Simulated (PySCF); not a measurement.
Below is a simulated gas-phase Si 2p photoelectron spectrum of `C[SiH2][SeH]`.

Every computed line was given a Gaussian of 0.8 eV full width at half maximum and an area set by the number of equivalent atoms (split 2:1 within a doublet); the highest printed point is 100. Computed with delta-SCF UKS SCAN, pcX-2 on the ionised atom, pcseg-1 elsewhere, spin-free X2C (PySCF).

binding energy (eV), intensity and a bar:
```
    105.8          0 
    105.9          1 
    106.0          1 
    106.1          3 #
    106.2          6 ##
    106.3         12 ####
    106.4         21 ######
    106.5         33 ##########
    106.6         48 ##############
    106.7         65 ###################
    106.8         81 ########################
    106.9         93 ############################
    107.0         99 ##############################
    107.1        100 ##############################
    107.2         96 #############################
    107.3         89 ###########################
    107.4         80 ########################
    107.5         72 #####################
    107.6         63 ###################
    107.7         53 ################
    107.8         44 #############
    107.9         34 ##########
    108.0         24 #######
    108.1         16 #####
    108.2         10 ###
    108.3          6 ##
    108.4          3 #
    108.5          1 
    108.6          1 
    108.7          0 
    108.8          0
```

**Question.** How many maxima does the curve show, and how many computed lines lie under it?

**Answer.** The curve has 1 maximum (at 107.1 eV). Under it lie 2 lines from 1 inequivalent silicon site, drawn as a 2p3/2, 2p1/2 pair. At this width some lines have no maximum of their own.

**Question.** Decompose the envelope and assign each component. Numbering: `[CH3:1][SiH2:2][SeH:3]`.

**Answer.** 
```csv
position (eV),relative area,line,atoms,environment
106.98,0.67,Si 2p3/2,Si2,SiH2 silicon
107.61,0.33,Si 2p1/2,Si2,SiH2 silicon
```

The curve has no shake-up lines and no vibrational structure. For 2p shells one spin-free hole was relaxed; a mean-field spin–orbit operator and the ground-state splitting of the three 2p orbitals were then diagonalised within the shell. The shell's mean is (2 × 2p3/2 + 2p1/2)/3, and the degeneracies 2j + 1 give areas of 2:1. 2p1/2 minus 2p3/2 (ligand field included): Si 0.62 eV. One conformer (not necessarily the lowest) at the PBE0-D3(BJ)/def2-SVP geometry, without solvent, vibrations or thermal averaging.

The run took 26 s wall on one thread of an x86-64 server, shared host.

Conformer computed: `[CH3:1][SiH2:2][SeH:3]`: H–Se3–Si2–C1 -64°.
